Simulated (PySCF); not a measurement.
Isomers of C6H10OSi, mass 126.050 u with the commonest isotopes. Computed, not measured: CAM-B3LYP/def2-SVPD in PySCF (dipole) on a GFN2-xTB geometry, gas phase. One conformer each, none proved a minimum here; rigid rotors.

Task: Order these by dipole moment, smallest first.
A. `CC#C[C@@H]1[SiH2]O[C@@H]1C`
B. `[CH3:1][O:2][Si:3]1([CH3:4])[CH:5]=[CH:6][CH:7]=[CH:8]1` with C1–O2–Si3–C4 180°
C. `[CH3:1][SiH2:2][c:3]1[cH:4][cH:5][c:6]([CH3:7])[o:8]1` with C1–Si2–C3–C4 -130°

Result: B (0.86 D), C (1.00 D), A (1.52 D).

Task: Order these by rotational constant B, largest first.
A. `[CH3:1][SiH2:2][c:3]1[cH:4][cH:5][c:6]([CH3:7])[o:8]1` with C1–Si2–C3–C4 -130°
B. `[CH3:1][O:2][Si:3]1([CH3:4])[CH:5]=[CH:6][CH:7]=[CH:8]1` with C1–O2–Si3–C4 180°
C. `CC#C[C@@H]1[SiH2]O[C@@H]1C`

Result: B (1504 MHz), C (1039 MHz), A (1015 MHz).

Task: Order these by rotational constant A, largest first.
A. `[CH3:1][O:2][Si:3]1([CH3:4])[CH:5]=[CH:6][CH:7]=[CH:8]1` with C1–O2–Si3–C4 180°
B. `[CH3:1][SiH2:2][c:3]1[cH:4][cH:5][c:6]([CH3:7])[o:8]1` with C1–Si2–C3–C4 -130°
C. `CC#C[C@@H]1[SiH2]O[C@@H]1C`

Result: B (3629 MHz), C (3093 MHz), A (2289 MHz).

| SMILES | point group | Ia (u·Å²) | Ib (u·Å²) | Ic (u·Å²) | κ | μa (D) | μb (D) | μc (D) |
| --- | --- | --- | --- | --- | --- | --- | --- | --- |
| CO[Si]1(C)C=CC=C1 | Cs | 220.78 | 335.94 | 411.40 | -0.48 | 0.58 | 0.64 | 0.00 |
| CC#C[C@@H]1[SiH2]O[C@@H]1C | C1 | 163.39 | 486.64 | 586.30 | -0.84 | 1.37 | 0.53 | 0.40 |
| C[SiH2]c1ccc(C)o1 | C1 | 139.25 | 497.74 | 595.57 | -0.88 | 0.86 | 0.19 | 0.47 |
